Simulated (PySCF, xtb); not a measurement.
C12H10, SMILES C1=CC=CC(=C2C=CC=C2)C=C1.

GFN2-xTB (xtb 6.7.1) at its own geometry gives an orbital gap of 1.60 eV and a dipole moment of 3.62 D.

The structure is a stationary point at PBE-D3(BJ)/def2-SVP.

Problem. What does PBE/def2-SVP (PySCF) give? (An estimate is asked for; the answer gives what the named calculation found.)

Solution. gap 1.50 eV (levels -4.67 and -3.17 eV), dipole 3.65 D.
